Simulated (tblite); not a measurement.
A geometry optimisation, step by step.

Compound: C8H9FS.
Numbering: `[CH3:1][S:2][c:3]1[cH:4][c:5]([CH3:6])[cH:7][cH:8][c:9]1[F:10]` (hydrogens: H11, H12, H13 on C1; H14 on C4; H15, H16, H17 on C6; H18 on C7; H19 on C8)

Computed with GFN2-xTB (tblite), gas phase: L-BFGS steps from a force-field or distance-geometry start until the largest atomic force falls under 0.01 eV/Å. 5 of its 176 geometries are shown.

Step 0: E = -807.3029 eV, largest atomic force 1.293 eV/Å
```
atom  x, y, z in Å  |  force x, y, z in eV/Å
C1      3.475   -0.321   -0.252   -0.354  -0.970  -0.275
S2      2.359    0.382    1.020    0.778   0.272   0.996
C3      0.704    0.570    0.436   -0.094  -0.272  -0.726
C4     -0.173   -0.486    0.596    0.114  -0.453   0.287
C5     -1.502   -0.432    0.175    1.075   0.118   0.111
C6     -2.337   -1.631    0.402   -0.300  -0.123  -0.069
C7     -1.959    0.719   -0.450    0.609   0.038   0.251
C8     -1.085    1.796   -0.616   -0.243  -0.139   0.005
C9      0.241    1.718   -0.180   -0.420   0.840  -0.378
F10     1.068    2.797   -0.362   -0.599  -0.725   0.047
H11     2.864   -0.738   -1.084    0.564   0.497   0.498
H12     4.187    0.453   -0.563   -0.355  -0.367  -0.028
H13     3.996   -1.173    0.257   -0.346   0.848  -0.475
H14     0.221   -1.389    1.090   -0.324   0.505  -0.322
H15    -2.809   -1.503    1.390   -0.047  -0.381  -0.425
H16    -3.095   -1.639   -0.400    0.181  -0.509   0.571
H17    -1.685   -2.529    0.406   -0.776   0.454  -0.061
H18    -2.990    0.739   -0.776    0.164   0.285  -0.082
H19    -1.487    2.676   -1.099    0.374   0.083   0.073
```

Step 44: E = -807.6460 eV, largest atomic force 0.047 eV/Å
```
atom  x, y, z in Å  |  force x, y, z in eV/Å
C1      3.228   -0.286   -0.269   -0.007   0.022   0.035
S2      2.425    0.469    1.193    0.020  -0.031  -0.017
C3      0.762    0.581    0.543    0.013  -0.019  -0.022
C4     -0.097   -0.495    0.686   -0.026   0.008   0.038
C5     -1.389   -0.463    0.179   -0.011  -0.030  -0.011
C6     -2.301   -1.635    0.373    0.000   0.005   0.000
C7     -1.810    0.680   -0.490   -0.015  -0.031  -0.008
C8     -0.965    1.764   -0.647   -0.027   0.002   0.014
C9      0.314    1.712   -0.123   -0.008   0.002   0.004
F10     1.125    2.772   -0.280    0.020   0.024  -0.024
H11     2.461   -0.703   -0.913    0.009  -0.008   0.005
H12     3.798    0.475   -0.794   -0.023  -0.004  -0.012
H13     3.886   -1.071    0.087    0.025   0.015   0.003
H14     0.254   -1.369    1.213    0.023  -0.020   0.007
H15    -2.810   -1.554    1.335    0.009   0.002  -0.012
H16    -3.058   -1.680   -0.406    0.019   0.019   0.001
H17    -1.734   -2.564    0.372   -0.026   0.009   0.001
H18    -2.809    0.726   -0.896   -0.008  -0.006  -0.002
H19    -1.288    2.649   -1.171    0.014   0.040   0.000
```

Step 88: E = -807.6951 eV, largest atomic force 0.024 eV/Å
```
atom  x, y, z in Å  |  force x, y, z in eV/Å
C1      3.256   -0.223   -0.279   -0.002   0.004  -0.002
S2      2.411    0.301    1.247    0.018  -0.014  -0.007
C3      0.767    0.475    0.564    0.016  -0.011   0.001
C4     -0.146   -0.555    0.709    0.008  -0.002   0.007
C5     -1.429   -0.463    0.186    0.003  -0.011   0.002
C6     -2.390   -1.598    0.353   -0.010   0.002   0.000
C7     -1.793    0.702   -0.478   -0.001  -0.012  -0.007
C8     -0.896    1.744   -0.630   -0.004  -0.011  -0.020
C9      0.381    1.622   -0.115   -0.001  -0.003   0.012
F10     1.254    2.631   -0.298    0.003   0.003   0.013
H11     2.813   -1.150   -0.633    0.010   0.010  -0.007
H12     3.169    0.558   -1.029    0.014   0.006   0.011
H13     4.297   -0.380   -0.017   -0.016   0.014  -0.007
H14     0.162   -1.445    1.236    0.000  -0.004   0.016
H15    -2.912   -1.510    1.305    0.000   0.011   0.000
H16    -3.132   -1.598   -0.442   -0.009   0.000  -0.001
H17    -1.863   -2.550    0.347   -0.016   0.002  -0.002
H18    -2.787    0.796   -0.889   -0.010   0.001   0.008
H19    -1.171    2.651   -1.145   -0.001   0.014  -0.019
```

Step 131: E = -807.7473 eV, largest atomic force 0.194 eV/Å
```
atom  x, y, z in Å  |  force x, y, z in eV/Å
C1      3.493    0.143   -0.277    0.071  -0.023   0.011
S2      2.370   -0.224    1.111   -0.003   0.017  -0.031
C3      0.766    0.160    0.448    0.015  -0.026   0.035
C4     -0.261   -0.747    0.688   -0.021  -0.006  -0.047
C5     -1.550   -0.524    0.225   -0.040  -0.023   0.012
C6     -2.639   -1.520    0.484   -0.040  -0.007   0.069
C7     -1.817    0.642   -0.481    0.024  -0.012   0.004
C8     -0.814    1.562   -0.721    0.014   0.015  -0.001
C9      0.461    1.325   -0.245    0.068  -0.047  -0.042
F10     1.411    2.256   -0.489   -0.021   0.003   0.011
H11     3.244   -0.497   -1.124   -0.033   0.145   0.089
H12     3.449    1.199   -0.537    0.034  -0.191   0.011
H13     4.486   -0.115    0.092   -0.103   0.079  -0.055
H14    -0.029   -1.644    1.242   -0.010   0.012  -0.029
H15    -3.104   -1.320    1.448   -0.008   0.039   0.067
H16    -3.417   -1.457   -0.274    0.062  -0.008  -0.021
H17    -2.246   -2.532    0.515    0.027  -0.019  -0.046
H18    -2.816    0.833   -0.842    0.002   0.008  -0.037
H19    -0.998    2.470   -1.271   -0.038   0.044  -0.001
```

Step 175: E = -807.7669 eV, largest atomic force 0.010 eV/Å
```
atom  x, y, z in Å  |  force x, y, z in eV/Å
C1      3.563    0.323   -0.178    0.008  -0.005   0.000
S2      2.360   -0.502    0.907    0.005  -0.002   0.001
C3      0.776    0.005    0.302   -0.002  -0.003   0.000
C4     -0.288   -0.845    0.600   -0.002  -0.001   0.001
C5     -1.589   -0.558    0.221   -0.003  -0.001   0.002
C6     -2.710   -1.479    0.592    0.002  -0.002  -0.001
C7     -1.833    0.610   -0.494   -0.004  -0.001   0.000
C8     -0.796    1.468   -0.801    0.001   0.000  -0.003
C9      0.492    1.173   -0.395    0.000   0.002   0.005
F10     1.459    2.071   -0.700    0.007  -0.001   0.000
H11     3.272    0.181   -1.214    0.004   0.003   0.002
H12     3.636    1.377    0.064    0.002   0.003  -0.001
H13     4.511   -0.171    0.015   -0.008  -0.001  -0.005
H14    -0.070   -1.750    1.146   -0.006   0.003   0.007
H15    -3.118   -1.192    1.561    0.000  -0.003  -0.007
H16    -3.512   -1.427   -0.140    0.005   0.000   0.003
H17    -2.361   -2.506    0.664    0.001   0.001   0.001
H18    -2.837    0.850   -0.809   -0.004   0.002  -0.002
H19    -0.965    2.383   -1.348   -0.008   0.005  -0.003
```

**Question.** Summarise the path.

**Answer.** The energy falls by 0.4640 eV from step 0 to step 175; nine tenths of that is first reached at step 117. It rises by more than 0.2 meV at step 149. The largest force goes from 1.293 to 0.010 eV/Å. Among the bonds C1–H13 changes most, from 1.121 to 1.086 Å; the atoms move by 0.683 Å rms after alignment.

**Question.** Follow the three bonds and two angles with the largest change from start to end.

**Answer.** 
```json
{"step": "0", "E above end (eV)": "0.4640", "largest force (eV/Å)": "1.293", "C1–H13 (Å)": "1.121", "C1–H11 (Å)": "1.113", "C6–H17 (Å)": "1.110", "C1–S2–C3 (°)": "112.5", "C7–C8–H19 (°)": "116.6"}
{"step": "8", "E above end (eV)": "0.1892", "largest force (eV/Å)": "0.223", "C1–H13 (Å)": "1.089", "C1–H11 (Å)": "1.085", "C6–H17 (Å)": "1.090", "C1–S2–C3 (°)": "105.5", "C7–C8–H19 (°)": "120.9"}
{"step": "15", "E above end (eV)": "0.1564", "largest force (eV/Å)": "0.167", "C1–H13 (Å)": "1.088", "C1–H11 (Å)": "1.085", "C6–H17 (Å)": "1.088", "C1–S2–C3 (°)": "103.1", "C7–C8–H19 (°)": "121.8"}
{"step": "23", "E above end (eV)": "0.1439", "largest force (eV/Å)": "0.067", "C1–H13 (Å)": "1.087", "C1–H11 (Å)": "1.084", "C6–H17 (Å)": "1.087", "C1–S2–C3 (°)": "101.5", "C7–C8–H19 (°)": "121.5"}
{"step": "30", "E above end (eV)": "0.1360", "largest force (eV/Å)": "0.099", "C1–H13 (Å)": "1.086", "C1–H11 (Å)": "1.085", "C6–H17 (Å)": "1.085", "C1–S2–C3 (°)": "99.9", "C7–C8–H19 (°)": "121.8"}
{"step": "38", "E above end (eV)": "0.1261", "largest force (eV/Å)": "0.085", "C1–H13 (Å)": "1.086", "C1–H11 (Å)": "1.085", "C6–H17 (Å)": "1.087", "C1–S2–C3 (°)": "98.8", "C7–C8–H19 (°)": "121.1"}
{"step": "46", "E above end (eV)": "0.1203", "largest force (eV/Å)": "0.039", "C1–H13 (Å)": "1.086", "C1–H11 (Å)": "1.085", "C6–H17 (Å)": "1.087", "C1–S2–C3 (°)": "98.1", "C7–C8–H19 (°)": "121.4"}
{"step": "53", "E above end (eV)": "0.1179", "largest force (eV/Å)": "0.062", "C1–H13 (Å)": "1.085", "C1–H11 (Å)": "1.085", "C6–H17 (Å)": "1.088", "C1–S2–C3 (°)": "98.2", "C7–C8–H19 (°)": "121.7"}
{"step": "61", "E above end (eV)": "0.1097", "largest force (eV/Å)": "0.125", "C1–H13 (Å)": "1.086", "C1–H11 (Å)": "1.085", "C6–H17 (Å)": "1.088", "C1–S2–C3 (°)": "97.6", "C7–C8–H19 (°)": "120.5"}
{"step": "68", "E above end (eV)": "0.0885", "largest force (eV/Å)": "0.118", "C1–H13 (Å)": "1.088", "C1–H11 (Å)": "1.089", "C6–H17 (Å)": "1.088", "C1–S2–C3 (°)": "97.2", "C7–C8–H19 (°)": "121.4"}
{"step": "76", "E above end (eV)": "0.0770", "largest force (eV/Å)": "0.091", "C1–H13 (Å)": "1.088", "C1–H11 (Å)": "1.089", "C6–H17 (Å)": "1.087", "C1–S2–C3 (°)": "98.4", "C7–C8–H19 (°)": "121.5"}
{"step": "84", "E above end (eV)": "0.0730", "largest force (eV/Å)": "0.086", "C1–H13 (Å)": "1.087", "C1–H11 (Å)": "1.088", "C6–H17 (Å)": "1.087", "C1–S2–C3 (°)": "98.0", "C7–C8–H19 (°)": "121.4"}
{"step": "91", "E above end (eV)": "0.0712", "largest force (eV/Å)": "0.030", "C1–H13 (Å)": "1.085", "C1–H11 (Å)": "1.087", "C6–H17 (Å)": "1.087", "C1–S2–C3 (°)": "97.6", "C7–C8–H19 (°)": "121.4"}
{"step": "99", "E above end (eV)": "0.0684", "largest force (eV/Å)": "0.061", "C1–H13 (Å)": "1.085", "C1–H11 (Å)": "1.087", "C6–H17 (Å)": "1.087", "C1–S2–C3 (°)": "98.2", "C7–C8–H19 (°)": "121.3"}
{"step": "107", "E above end (eV)": "0.0616", "largest force (eV/Å)": "0.066", "C1–H13 (Å)": "1.086", "C1–H11 (Å)": "1.087", "C6–H17 (Å)": "1.087", "C1–S2–C3 (°)": "99.4", "C7–C8–H19 (°)": "121.4"}
{"step": "114", "E above end (eV)": "0.0531", "largest force (eV/Å)": "0.093", "C1–H13 (Å)": "1.086", "C1–H11 (Å)": "1.087", "C6–H17 (Å)": "1.087", "C1–S2–C3 (°)": "100.7", "C7–C8–H19 (°)": "121.8"}
{"step": "122", "E above end (eV)": "0.0349", "largest force (eV/Å)": "0.118", "C1–H13 (Å)": "1.085", "C1–H11 (Å)": "1.086", "C6–H17 (Å)": "1.087", "C1–S2–C3 (°)": "102.0", "C7–C8–H19 (°)": "121.4"}
{"step": "129", "E above end (eV)": "0.0241", "largest force (eV/Å)": "0.117", "C1–H13 (Å)": "1.086", "C1–H11 (Å)": "1.088", "C6–H17 (Å)": "1.088", "C1–S2–C3 (°)": "103.5", "C7–C8–H19 (°)": "121.3"}
{"step": "137", "E above end (eV)": "0.0115", "largest force (eV/Å)": "0.074", "C1–H13 (Å)": "1.086", "C1–H11 (Å)": "1.088", "C6–H17 (Å)": "1.088", "C1–S2–C3 (°)": "102.3", "C7–C8–H19 (°)": "121.4"}
{"step": "145", "E above end (eV)": "0.0088", "largest force (eV/Å)": "0.077", "C1–H13 (Å)": "1.086", "C1–H11 (Å)": "1.086", "C6–H17 (Å)": "1.087", "C1–S2–C3 (°)": "102.4", "C7–C8–H19 (°)": "121.5"}
{"step": "152", "E above end (eV)": "0.0049", "largest force (eV/Å)": "0.212", "C1–H13 (Å)": "1.085", "C1–H11 (Å)": "1.091", "C6–H17 (Å)": "1.087", "C1–S2–C3 (°)": "104.1", "C7–C8–H19 (°)": "121.5"}
{"step": "160", "E above end (eV)": "0.0013", "largest force (eV/Å)": "0.080", "C1–H13 (Å)": "1.086", "C1–H11 (Å)": "1.087", "C6–H17 (Å)": "1.087", "C1–S2–C3 (°)": "105.0", "C7–C8–H19 (°)": "121.3"}
{"step": "167", "E above end (eV)": "0.0003", "largest force (eV/Å)": "0.021", "C1–H13 (Å)": "1.086", "C1–H11 (Å)": "1.085", "C6–H17 (Å)": "1.087", "C1–S2–C3 (°)": "105.2", "C7–C8–H19 (°)": "121.4"}
{"step": "175", "E above end (eV)": "0.0000", "largest force (eV/Å)": "0.010", "C1–H13 (Å)": "1.086", "C1–H11 (Å)": "1.085", "C6–H17 (Å)": "1.087", "C1–S2–C3 (°)": "105.0", "C7–C8–H19 (°)": "121.5"}
```

Run on an Arm Neoverse V2 with one thread, no GPU, on a shared host.
